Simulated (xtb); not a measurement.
A run for xtb: GFN2-xTB on CH5NSn (SMILES [CH3][Sn][NH2]), a point of a bond scan (R = 1.010 Å).

```
$ xtb mol.xyz --gfn 2 --sp --chrg 0 --uhf 0
8

Sn    -0.21022964    -0.00431139     0.35481240
C      0.84464248     1.52169881    -0.85795269
H      0.79413401     2.50952072    -0.39962444
H      0.39648323     1.57259830    -1.85320643
H      1.89426564     1.23930290    -0.96980639
N      0.23482637    -1.48863841    -0.95978615
H      0.76432344    -1.36630475    -1.81138012
H     -0.04936391    -2.44927177    -0.84038326
```

The head of its log:

```
[...]
           -------------------------------------------------
          |                Calculation Setup                |
           -------------------------------------------------



           -------------------------------------------------
          |                 G F N 2 - x T B                 |
           -------------------------------------------------

        Reference                      10.1021/acs.jctc.8b01176
      * Hamiltonian:
        H0-scaling (s, p, d)           1.850000    2.230000    2.230000
        zeta-weighting                 0.500000
      * Dispersion:
        s8                             2.700000
        a1                             0.520000
        a2                             5.000000
        s9                             5.000000
      * Repulsion:
        kExp                           1.500000    1.000000
        rExp                           1.000000
      * Coulomb:
        alpha                          2.000000
        third order                    shell-resolved
        anisotropic                    true
        a3                             3.000000
        a5                             4.000000
        cn-shift                       1.200000
        cn-exp                         4.000000
        max-rad                        5.000000


          ...................................................
          :                      SETUP                      :
          :.................................................:
          :  # basis functions                  23          :
          :  # atomic orbitals                  22          :
          :  # shells                           12          :
          :  # electrons                        18          :
          :  max. iterations                   250          :
          :  Hamiltonian                  GFN2-xTB          :
          :  restarted?                      false          :
          :  GBSA solvation                  false          :
          :  PC potential                    false          :
          :  electronic temp.          300.0000000     K    :
          :  accuracy                    1.0000000          :
          :  -> integral cutoff          0.2500000E+02      :
          :  -> integral neglect         0.1000000E-07      :
          :  -> SCF convergence          0.1000000E-05 Eh   :
          :  -> wf. convergence          0.1000000E-03 e    :
          :  Broyden damping             0.4000000          :
          :  net charge                          0          :
          :  unpaired electrons                  0          :
          ...................................................

 iter      E             dE          RMSdq      gap      omega  full diag
   1     -8.2312357 -0.823124E+01  0.176E+01    1.92       0.0  T
   2     -8.8785132 -0.647277E+00  0.202E+01    6.60       1.0  T
```

### Question
Give the final energy of this run.

### Answer
-9.7080 hartree.
